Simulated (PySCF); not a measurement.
## AlTe⁺: from constants to spectrum

UHF-CCSD(T) constants of AlTe⁺, ³Σ⁻ (triplet), unpaired electrons π ↑↑ (Al def2-SVP, Te def2-SVP with ECP28; scalar-relativistic core potentials (PySCF 2.14); masses 26.9815 and 129.9062 u):

* ωe: 144.0 cm⁻¹
* ωexe: 1.05 cm⁻¹
* Be: 0.075696 cm⁻¹
* αe: 0.000674 cm⁻¹
* De to Al⁺ + Te: 0.77 eV

Question: What force constant and bond length do these constants imply?

Answer: Reduced mass μred = 22.341 u; k = 5.8918×10⁻⁷·μred·ωe² (u, cm⁻¹, mdyn/Å) = 0.273 mdyn/Å; Re = √(16.8576/(μred·Be)) (u, cm⁻¹, Å) = 3.157 Å.

Question: Estimate the centrifugal constant D from the Kratzer relation and find the Dunham coefficient a1.

Answer: D = 4Be³/ωe² = 8.37e-08 cm⁻¹; a1 = −1 − αeωe/(6Be²) = -3.82.

Correlated steps freeze 9 core orbitals. Correlated levels converge slowly with the basis: in double zeta they bind strong bonds too weakly, by up to about 1 eV, and carry superposition errors of some tenths. These are scalar-relativistic numbers at best; spin–orbit coupling would shift them, the dissociation energy most. For an ion De counts to the pair picked by the measured ionisation energies or electron affinities, which need not be the lowest pair at this level. The state is the lowest determinant that a PBE0 search found; another state may lie lower at other levels.
